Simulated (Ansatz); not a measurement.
Consider the formal exchange of groups at a C–Al bond: `[CH3][Al]1[CH2][S]1` + `N=C(Br)C=O` → `CC(=O)C(=N)Br` + `[CH2]1[AlH][S]1`.

Gas-phase electronic energies from Ansatz, PBE0-D4/def2-TZVP geometries. CBS: MP2 limit from def2 TZ/QZ plus the TZ coupled-cluster correction, frozen cores. DFT in def2-TZVPP. HSE06 is defined as in plane-wave codes. For Br outer-core shells are correlated without core-valence functions, which leaves a few kJ/mol of doubt a bond. Scalar relativity is left out up to krypton. One conformer a species, not always the lowest.

`[CH3][Al]1[CH2][S]1`:

Cartesian coordinates in Å:
```
C -0.960 1.569 -0.121
Al -0.169 -0.195 -0.050
C 1.254 -1.448 0.209
S -0.393 -2.292 -0.272
H -2.049 1.514 -0.153
H -0.666 2.165 0.747
H -0.619 2.099 -1.015
H 2.020 -1.637 -0.540
H 1.583 -1.774 1.194
```

`N=C(Br)C=O`:

```xyz
7

N    -0.155    0.236    1.387
C     0.223    0.230    0.196
Br    1.685    1.212   -0.532
C    -0.527   -0.628   -0.791
O    -0.262   -0.717   -1.950
H     0.396    0.837    1.996
H    -1.360   -1.170   -0.306
```

`CC(=O)C(=N)Br`:

Z-matrix (Å, degrees):
```
C
C 1 1.497
H 1 1.092 2 110.1
H 1 1.092 2 110.1 3 -116.9
H 1 1.088 2 109.0 3 121.6
O 2 1.199 1 124.2 3 -121.6
C 2 1.525 1 115.2 3 58.4
N 7 1.249 2 120.7 1 0.0
Br 7 1.912 2 114.2 1 -180.0
H 8 1.017 7 113.9 2 180.0
```

`[CH2]1[AlH][S]1`:

```xyz
6

C     0.022    0.661    0.472
Al   -0.217   -0.740   -0.808
S     1.026   -0.906    0.895
H     0.678    1.511    0.296
H    -0.708    0.880    1.246
H    -0.801   -1.406   -2.101
```

CCSD(T)/CBS gives +4.1 kcal/mol.

(1) Another level gave +4.4 kcal/mol. Which?
A. ωB97X-V/def2-TZVPP
B. HSE06/def2-TZVPP
C. B97M-V/def2-TZVPP
D. BLYP/def2-TZVPP

(2) What do rigid-rotor, harmonic-oscillator terms from PBE0-D4/def2-TZVP frequencies (298.15 K, 1 bar) make of the CCSD(T)/CBS value? (Best estimate.)

Largest T1 diagnostic among the species: 0.014.

Answers

(1) B. HSE06 4.4, B97M-V 1.9, ωB97X-V 3.3, BLYP 5.7 kcal/mol.

(2) Computed: ΔZPE = -0.7 kcal/mol, ΔH = +3.0 kcal/mol, ΔS = -21 J/(mol·K), ΔG = +4.5 kcal/mol. Modes under 50 cm⁻¹ make the entropy rough.

At CCSD(T), def2-SVP lies −2.3 kcal/mol from the extrapolated value and def2-TZVPP +0.1 kcal/mol. From BLYP to BHLYP (50 % exact exchange), in def2-TZVPP and without D4, ΔE moves by −1.4 kcal/mol. The D4 term adds −0.9 kcal/mol with B3LYP and −0.5 kcal/mol with PBE0; it sums over pairs of atoms, weighted by their polarisabilities, and B3LYP, whose exchange is more repulsive, gets the larger term.

B3LYP here is the variant with VWN-RPA as its local correlation; programs differ in this.
